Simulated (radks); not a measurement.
Question: Excited configurations of Ho22+: one electron is placed in a higher orbital outside [Kr] 4d8. The ground configuration is [Kr] 4d9. Calculated with a radial shooting solver on a logarithmic mesh with Libxc functionals: Dirac Kohn-Sham, BLYP, spin-unpolarised, spherical densities, point nucleus; open shells fill j = l - 1/2 first. Excitation = E - E(ground); binding = E(ion) - E, where the ion is the core of charge +23; n* = 23/sqrt(2 binding) in atomic units. These energies are relativistic, and a one-electron ion of charge +23 with no core already has n* below n in this formula (Dirac formula, point nucleus: 4f5/2 3.998, 5s1/2 4.988, 5p1/2 4.988, 5d3/2 4.995, 5f5/2 4.997, 6s1/2 5.988, 6p1/2 5.988, 7p1/2 6.987, 7d3/2 6.994, 7f5/2 6.997). The quantum defect is therefore taken as that value minus n*, so that it holds no relativistic shift of the bare ion.

| outer orbital | excitation (eV) | binding (eV) | n* | quantum defect | eigenvalue (eV) | <r> (bohr) |
|---|---|---|---|---|---|---|
| 4f5/2 | 159.90 | 597.73 | 3.470 | 0.528 | -576.35 | 0.5244 |
| 5s1/2 | 234.92 | 522.72 | 3.711 | 1.277 | -510.26 | 0.9190 |
| 5d3/2 | 340.04 | 417.60 | 4.152 | 0.844 | -406.39 | 1.022 |
| 5f5/2 | 406.85 | 350.78 | 4.530 | 0.468 | -340.21 | 1.085 |
| 6s1/2 | 435.58 | 322.05 | 4.727 | 1.260 | -315.34 | 1.477 |
| 6p1/2 | 452.49 | 305.14 | 4.857 | 1.131 | -298.64 | 1.519 |
| 7p1/2 | 548.34 | 209.29 | 5.864 | 1.123 | -204.62 | 2.225 |
| 7d3/2 | 569.15 | 188.48 | 6.179 | 0.815 | -184.21 | 2.388 |
| 7f5/2 | 588.93 | 168.70 | 6.532 | 0.465 | -164.77 | 2.539 |

Estimate the row for 5p1/2.

Answer: excitation (eV) 268.54; binding (eV) 489.09; n* 3.836; quantum defect 1.152; eigenvalue (eV) -476.94; <r> (bohr) 0.9430. The Delta-SCF ionisation energy is 757.63 eV (NIST Atomic Spectra Database: 755 eV, theoretical). Self-interaction in the functional shifts the binding energies and quantum defects, so they are the method's values and not measured ones. Spin polarisation and multiplet splitting are left out, so open shells lie too high by an amount that depends on their filling.

Beside tabulated values, note that spin-unpolarised runs miss the spin-polarisation part of the exchange energy of open shells.
